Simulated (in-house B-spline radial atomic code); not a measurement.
## Ionising the titanium ion Ti⁴⁺ with different functionals

Computed with a radial B-spline atomic code at the basis-set limit: scalar-relativistic (spin-free X2C) Hamiltonian, Fermi nucleus of rms radius 3.5921 fm, spin-polarised at highest spin, spherical fractional occupations for the functionals, and exact exchange of hybrids averaged over the configuration. The ionisation energy is the difference of two self-consistent energies, [Ne] 3s2 3p6 → [Ne] 3s2 3p5, without Breit or QED terms; ε is the level of the shell that loses the electron (its least bound occupied spin orbital).

| method | rung | ΔSCF (eV) | -ε(3p) (eV) |
| --- | --- | --- | --- |
| PBE0 | global hybrid | 99.43 | 92.25 |
| B3LYP | global hybrid | 99.43 | 91.70 |
| TPSSh | global hybrid | 99.59 | 90.80 |
| BHandHLYP | global hybrid | 99.33 | 94.91 |
| r2SCAN0 | global hybrid | 99.88 | 92.85 |
| B97-1 | global hybrid | 99.37 | 91.70 |
| HSE06 | range-separated hybrid | 99.41 | 91.81 |
| wB97X | range-separated hybrid | 99.31 | 94.69 |
| CAM-B3LYP | range-separated hybrid | 99.38 | 93.68 |
| LC-wPBE | range-separated hybrid | 99.46 | 94.96 |

Problem. Among the functionals, which spreads more, the ΔSCF values or the orbital energies?

Solution. The orbital energies: ΔSCF values span about 0.58 eV and the orbital energies 4.16 eV; here energy differences depend much less on the functional than eigenvalues do.

Problem. How do they compare with the NIST value?

Solution. NIST lists 99.30 eV ± 0.012 (measured, ground level to ground level). Errors run from +0.01 to +0.59 eV; wB97X is closest (+0.01 eV), but part of that can be cancellation, since the calculations leave out spin-orbit coupling, Breit-QED terms, multiplet and fine-structure energies.
